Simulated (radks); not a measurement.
Results of a calculation; reference values are marked as such.
Li I, configuration [He] 2s1.

Code: a radial shooting solver on a logarithmic mesh with Libxc functionals. Model: scalar-relativistic Kohn-Sham, PBE, spin-polarised, spherical densities, point nucleus; open shells are filled with parallel spins first; hard spherical wall at 20 bohr.

Energy parts (hartree):
part                     energy
total                  -7.46301
kinetic                 7.41817
electron-nucleus      -17.13044
Hartree                 4.05184
exchange-correlation   -1.80258

Orbitals (lengths in bohr, moments of r in powers of bohr; <r^-3> diverges for s and p1/2; r(90%) holds 90 % of the orbital's charge):
[
 {"orbital": "1s up", "occ.": "1", "eigenvalue (hartree)": "-1.90146", "r(90%)": "1.06", "<r^-3>": "-", "<1/r>": "2.674"},
 {"orbital": "1s down", "occ.": "1", "eigenvalue (hartree)": "-1.89315", "r(90%)": "1.06", "<r^-3>": "-", "<1/r>": "2.674"},
 {"orbital": "2s up", "occ.": "1", "eigenvalue (hartree)": "-0.11863", "r(90%)": "5.94", "<r^-3>": "-", "<1/r>": "0.3625"},
 {"orbital": "2p up", "occ.": "0", "eigenvalue (hartree)": "-0.04951", "r(90%)": "7.81", "<r^-3>": "0.06691", "<1/r>": "0.2717"},
 {"orbital": "3s up", "occ.": "0", "eigenvalue (hartree)": "-0.00097", "r(90%)": "14.6", "<r^-3>": "-", "<1/r>": "0.1307"},
 {"orbital": "3d up", "occ.": "0", "eigenvalue (hartree)": "0.01939", "r(90%)": "14.9", "<r^-3>": "0.002073", "<1/r>": "0.1067"}
]

The highest occupied level is 2s up at -3.228 eV. Summed over all electrons, <r^2> = 17.96 bohr^2, which gives a Langevin (diamagnetic) susceptibility term of -14.2 x 10^-6 cm^3/mol.
